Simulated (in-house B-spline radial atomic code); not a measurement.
Orbital energies and mean radii along the 31-electron series, configuration 1s2 2s2 2p6 3s2 3p6 3d10 4s2 4p1/2(1). The effective charge is n√(-2ε), a non-relativistic measure. Computed with a B-spline radial code for spherical atoms: Dirac-Hartree-Fock, jj configuration that fills j = l - 1/2 first, finite nuclei.

| ion | Z | energy of 3p3/2 (Eh) | mean radius of 3p3/2 (bohr) | energy of 2p3/2 (Eh) | mean radius of 2p3/2 (bohr) | energy of 4p1/2 (Eh) | mean radius of 4p1/2 (bohr) | effective charge of 3p3/2 |
| --- | --- | --- | --- | --- | --- | --- | --- | --- |
| Tc12+ | 43 | -25.408 | 0.41462 | -109.34 | 0.13173 | -9.632 | 0.98925 | 21.386 |
| Ru13+ | 44 | -27.934 | 0.40112 | -116.61 | 0.12834 | -10.875 | 0.94299 | 22.424 |
| Rh14+ | 45 | -30.577 | 0.38845 | -124.14 | 0.12512 | -12.186 | 0.90106 | 23.46 |
| Pd15+ | 46 | ? | ? | ? | ? | ? | ? | ? |
| Ag16+ | 47 | ? | ? | ? | ? | ? | ? | ? |
| Cd17+ | 48 | -39.196 | 0.35472 | -148.28 | 0.11632 | -16.529 | 0.79568 | 26.562 |
| In18+ | 49 | -42.3 | 0.34471 | -156.83 | 0.11364 | -18.115 | 0.76595 | 27.593 |
| Sn19+ | 50 | -45.519 | 0.33523 | -165.65 | 0.11108 | -19.769 | 0.73839 | 28.624 |
| Sb20+ | 51 | -48.853 | 0.32626 | -174.71 | 0.10863 | -21.492 | 0.71275 | 29.654 |

Task: Fill in the row of Pd15+.

Result: energy of 3p3/2 (Eh): -33.334; mean radius of 3p3/2 (bohr): 0.37653; energy of 2p3/2 (Eh): -131.93; mean radius of 2p3/2 (bohr): 0.12205; energy of 4p1/2 (Eh): -13.565; mean radius of 4p1/2 (bohr): 0.86286; effective charge of 3p3/2: 24.495.

Task: Fill in the row of Ag16+.

Result: energy of 3p3/2 (Eh): -36.208; mean radius of 3p3/2 (bohr): 0.36531; energy of 2p3/2 (Eh): -139.98; mean radius of 2p3/2 (bohr): 0.11911; energy of 4p1/2 (Eh): -15.013; mean radius of 4p1/2 (bohr): 0.82787; effective charge of 3p3/2: 25.529.

Task: How does the screening of 3p3/2 change?

Result: Z less the effective charge goes from 21.61 at Z = 43 to 21.35 at Z = 51.
